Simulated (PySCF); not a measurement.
C2H8N2Si2, SMILES N1[SiH2][Si@@H](N)C=1C.

The structure is a stationary point at PBE0-D3(BJ)/def2-SVP. The structure was generated by enumeration; whether it is a known compound was not checked. One conformer was computed; it need not be the lowest.

All values below come from PBE0-D3(BJ)/def2-SVP (PySCF).

Frequencies are harmonic and unscaled.

```
mode  ν (cm⁻¹)  IR (km/mol)  moving atoms (share of kinetic energy)
----  --------  -----------  --------------------------------------
1           71         55.5                   N 49 %, H 34 %, C 9 %
2           97          4.0                  H 52 %, N 36 %, Si 8 %
3          143          1.9                 H 61 %, N 23 %, Si 14 %
4          173         12.9         H 46 %, C 21 %, N 19 %, Si 15 %
5          194         62.7                  H 73 %, Si 11 %, N 9 %
6          279         13.0                 H 56 %, C 22 %, Si 16 %
7          328         32.4                 H 55 %, Si 27 %, N 11 %
8          398         16.5         Si 37 %, H 35 %, N 16 %, C 12 %
9          417          8.2         C 34 %, H 30 %, N 22 %, Si 14 %
10         444          6.6                 Si 56 %, H 22 %, C 17 %
11         505         14.0                 H 57 %, Si 22 %, C 17 %
12         574          6.5          C 44 %, Si 24 %, H 23 %, N 8 %
13         659         31.2                         H 81 %, Si 11 %
14         670         31.2                                  H 90 %
15         709         21.2                                  H 84 %
16         755          3.3                 H 46 %, N 38 %, Si 10 %
17         803        175.9                 H 52 %, N 27 %, Si 20 %
18         875         36.3                 N 40 %, H 39 %, Si 21 %
19         910        227.3                 H 56 %, Si 24 %, N 18 %
20         957        107.0                                  H 90 %
21         984         13.2                  H 49 %, C 32 %, N 16 %
22         998          5.0                          H 60 %, C 38 %
23        1191          7.7                          C 66 %, H 29 %
24        1364         11.7                          H 67 %, C 32 %
25        1425         20.7                                  H 95 %
26        1438         13.7                                  H 96 %
27        1532         53.6                          H 89 %, N 11 %
28        1649         91.3                          C 59 %, N 38 %
29        2199        101.9                                  H 97 %
30        2213        129.5                                  H 98 %
31        2218        154.3                                  H 96 %
32        3044          8.0                                  H 97 %
33        3132          4.6                           H 91 %, C 9 %
34        3168          5.9                          H 90 %, C 10 %
35        3635         54.8                                  H 96 %
36        3742         48.7                           H 91 %, N 9 %
```
